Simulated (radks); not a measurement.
Spherical jellium clusters: N electrons in a uniform positive sphere of charge N and radius rs N^(1/3), rs = 5.26 bohr. Method: non-relativistic Kohn-Sham, PBEsol, spin-polarised, spherical densities; computed with a radial shooting solver with Libxc functionals. Levels are named by radial order and angular momentum (1s, 1p, 1d, 2s, ...), and open shells are averaged over m.

N = 8, configuration 1s2 1p6. This is the lowest configuration that the search found. Occupied levels:

level,occupation,eigenvalue (eV),<r> (bohr)
1s,2,-3.2990,7.032
1p,6,-2.5867,8.290

Energy (eV): total -14.1694, kinetic 8.2489, external -197.18, Hartree 98.187, exchange-correlation -22.756, background 99.327.
